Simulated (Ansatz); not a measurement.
Reaction (ligand exchange at a B–O bond): `FB(S)O[SiH3]` + dimethylamine → `CN(C)B(F)S` + silanol

Computed with Ansatz on PBE0-D4/def2-TZVP structures; ΔE is electronic, products minus reactants. CCSD(T)/CBS adds triple-zeta CCSD(T) − MP2 to the extrapolated MP2 energy (def2 sets, frozen cores). Functionals use def2-TZVPP. B3LYP here is the variant with VWN-RPA as its local correlation; programs differ in this. Each species was taken in one conformer, which may not be the lowest.

`FB(S)O[SiH3]`:

```xyz
9

F     1.244    2.034    0.768
B     0.779    0.817    0.511
S     1.622   -0.632    1.217
O    -0.308    0.701   -0.270
Si   -1.265   -0.499   -0.884
H     2.562    0.085    1.852
H    -2.641   -0.290   -0.377
H    -1.237   -0.390   -2.361
H    -0.756   -1.826   -0.456
```

`CNC`:

Z-matrix (Å, degrees):
```
C
N 1 1.445
H 1 1.094 2 109.4
H 1 1.092 2 110.0 3 117.9
H 1 1.104 2 114.0 3 -120.2
C 2 1.445 1 112.8 3 65.3
H 2 1.011 1 109.8 3 -171.9
H 6 1.104 2 114.0 1 54.9
H 6 1.094 2 109.4 1 -65.3
H 6 1.092 2 110.0 1 176.8
```

`CN(C)B(F)S`:

```xyz
13

C    -0.859   -1.128    0.312
N     0.035   -0.090   -0.136
C     0.693   -0.380   -1.389
B     0.263    1.094    0.565
F     1.115    2.006    0.070
S    -0.567    1.459    2.154
H    -1.650   -1.306   -0.426
H    -1.331   -0.854    1.255
H    -0.320   -2.070    0.463
H     1.351    0.439   -1.669
H    -0.043   -0.526   -2.189
H     1.290   -1.297   -1.311
H     0.024    2.654    2.301
```

`O[SiH3]`:

Z-matrix (Å, degrees):
```
Si
O 1 1.648
H 1 1.489 2 111.7
H 1 1.489 2 111.7 3 120.9
H 1 1.481 2 105.9 3 -119.6
H 2 0.957 1 117.9 3 -60.5
```

(1) Is it downhill or uphill in electronic energy at CCSD(T)/CBS, and by how much? (Estimate.)

(2) What do these levels give: PBE-D4, ωB97M-V, r2SCAN, PBE0, B3LYP, HF/def2-TZVPP, MP2/def2-TZVPP, SCS-MP2/def2-TZVPP, HF/def2-QZVPP, HF/CBS(def2), MP2/CBS(def2), CCSD/CBS(def2)? (Estimate.)

Largest T1 diagnostic among the species: 0.013.

Results:

(1) The calculation gave: Uphill: ΔE = +7.5 kJ/mol.

(2) The calculation gave: PBE-D4 5.5, ωB97M-V 9.4, r2SCAN 10.5, PBE0 9.3, B3LYP 15.0, HF/def2-TZVPP 28.2, MP2/def2-TZVPP 4.5, SCS-MP2/def2-TZVPP 8.8, HF/def2-QZVPP 29.2, HF/CBS(def2) 29.3, MP2/CBS(def2) 3.6, CCSD/CBS(def2) 10.2 kJ/mol.

In def2-TZVPP, CCSD(T) changes the Hartree–Fock value by −19.7 kJ/mol (the triples alone add −2.7 kJ/mol) and MP2 by −23.7 kJ/mol. The D4 term adds −3.4 kJ/mol with B3LYP and −2.0 kJ/mol with PBE0; it sums over pairs of atoms, weighted by their polarisabilities, and B3LYP, whose exchange is more repulsive, gets the larger term.
